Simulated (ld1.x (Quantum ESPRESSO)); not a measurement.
# Ranking ultrasoft potentials for iron

All share these settings but for the change named:

| Property | Result |
| --- | --- |
| Element | Fe (Z = 26) |
| Generator | ld1.x (Quantum ESPRESSO) 7.5 |
| Type | ultrasoft |
| Functional | PBE |
| Relativity | scalar-relativistic |
| Frozen core | [Ar] |
| Valence charge | 8 |
| Reference configuration | 3d6 4s1.5 4p0.5 |
| Partial waves | 4s (bound): rcut 2.35, rcutus 2.90 bohr; 4s channel at -0.05 Ry: rcut 2.35, rcutus 2.90 bohr; 4p (bound): rcut 2.70, rcutus 3.50 bohr; 4p channel at 1 Ry: rcut 2.70, rcutus 3.50 bohr; 3d (bound): rcut 1.25, rcutus 1.50 bohr; 3d channel at 0.05 Ry: rcut 1.25, rcutus 1.50 bohr |
| Local potential | all-electron potential smoothed inside 3.40 bohr (lloc = -1) |
| Core correction | Bessel-smoothed model core inside 0.75 bohr |
| Augmentation charge | PSQ, radius 1.40 bohr |

Test errors are all-electron minus pseudo excitation energies from the reference, over 3d6 4s2 4p0; 3d6 4s1 4p0; 3d6 4s0 4p0; 3d6 4s1 4p1; 3d7 4s0 4p0; 3d6.5 4s1.5 4p0; 3d6 4s0 4p1. None of these files shows a bound ghost.

The base gives 55.1 meV.

Of 8 variants that were run, those that failed, showed a ghost or another fault, or gave nearly equal values are left out.

A variant can come out equal or close to the base, since the largest error may sit in a test that the change hardly touches while other tests move.

Q: Rank these variants by their largest absolute test error, smallest first.
A. core correction Bessel-smoothed model core inside 0.98 bohr
B. core correction none
C. core correction Bessel-smoothed model core inside 1.44 bohr
D. core correction Bessel-smoothed model core inside 1.56 bohr
E. core correction Bessel-smoothed model core inside 1.74 bohr

A: E (21.9 meV), D (37.9 meV), C (47.1 meV), A (55.9 meV), B (99.6 meV).
